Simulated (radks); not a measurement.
These are the eigenvalues of the occupied orbitals of an atom or ion with whole-number occupations (eV). Method: scalar-relativistic Kohn-Sham, LDA (Slater exchange, VWN5 correlation), spin-unpolarised, spherical densities, finite nucleus; Fermi nuclear charge, rms radius of each element as measured or else 0.836 A^(1/3) + 0.57 fm; computed with a radial shooting solver on a logarithmic mesh with Libxc functionals.

1s: -4442.158
2s: -529.3345
2p: -444.5226
3s: -105.4183
3p: -83.4164

Which element is it, and in what charge state? The configuration may be excited.

Answer. Z = 21, scandium, charge +4: Sc4+ in [Ne] 3s2 3p5. The list shows which subshells hold electrons but not how many an open one holds; the 1s level, -163.25 hartree, gives Z - s = 18.1 by -(Z - s)^2/2, which with screening and relativity narrows Z to a few neighbours, and the depths of the outer levels then fix element, charge and occupations together.
